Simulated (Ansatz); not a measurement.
CH3ClN2Si, SMILES `N[SiH]1N=C1Cl`, relaxed with RKS PBE0-D4/def2-TZVP in Ansatz 0.2.0 from a PBE-D4/def2-SVP geometry. The force threshold is 0.005 eV/Å; the program also tests the step.

The species carries charge 0 and has multiplicity 1.

Start:

```xyz
8

N    -0.123    1.505    0.352
Si    0.529    0.021   -0.196
N    -0.432   -1.147   -1.230
C    -0.287   -1.563   -0.020
Cl   -0.934   -3.019    0.718
H    -1.098    1.621    0.633
H     0.364    2.391    0.215
H     1.982    0.190   -0.471
```

Task: How much energy does the relaxation release, and in how many steps? (Estimate.)

Result: The calculation gave: 7.28 kJ/mol, in 7 steps.

Task: Which bonds change most? (Best estimate.)

Result: Computed: Si2–N3 from 1.832 to 1.775 Å; C4–Cl5 from 1.756 to 1.726 Å; N1–Si2 from 1.711 to 1.683 Å; Si2–C4 from 1.791 to 1.766 Å.

Task: Give the relaxed structure. (An estimate is asked.)

Result: The calculation gave: 
```xyz
8

N    -0.140    1.492    0.289
Si    0.503    0.022   -0.222
N    -0.451   -1.123   -1.185
C    -0.270   -1.549    0.004
Cl   -0.893   -2.994    0.715
H    -1.101    1.627    0.550
H     0.410    2.332    0.334
H     1.942    0.193   -0.485
```
